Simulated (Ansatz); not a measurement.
Br$_{3}$Ga (SMILES [Br][Ga]([Br])[Br]), singlet, at a GFN2-xTB geometry (such geometries of metal compounds can be far from the true shape); B3LYP/6-31G* (Ansatz, an electronic-structure program).

Here is a job for Ansatz.
Ansatz 0.2 input:
```yaml
crystal:
  periodic: [false, false, false]
  atoms:
    - {symbol: Ga, position_ang: [0.00000000, -0.00000000, 0.00000000]}
    - {symbol: Br, position_ang: [2.17032508, -0.33225835, -0.66424648]}
    - {symbol: Br, position_ang: [-0.77422939, -0.98270758, 1.92270243]}
    - {symbol: Br, position_ang: [-1.39609569, 1.31496593, -1.25845594]}
basis:
  gaussian:
    orbitals: 6-31G*
    point_charges:
      - {charge: 0.5, position_ang: [-2.0528, -0.7265, 4.8253]}
hamiltonian:
  xc: b3lyp
```

What the program printed (banner, timings and long lists left out):

```
Functional definition: B3LYP
1304 factors; integrals over basis functions are off by at most 4.4e-4 eV
mean field evaluation 1: about -262492.0364 eV, gradient 2.6e1 eV
mean field evaluation 2: about -262490.6543 eV, gradient 4.1e1 eV
mean field evaluation 4: about -262493.2579 eV, gradient 8.1e-1 eV
mean field evaluation 8: about -262493.2568 eV, gradient 1.0e-2 eV
mean field -262493.25681916 eV, -9646.4492637843 hartree, gradient 6.4e-5 eV, S^2 0.000000; 0 other end points of the search recorded, 0 dependent functions left out
reference -262493.25706785 eV, -9646.4492729233 hartree; 68, 68 occupied and 72, 72 virtual orbitals, 1304 factors
Total energy: -262493.25706785 eV, -9646.4492729233 hartree
```
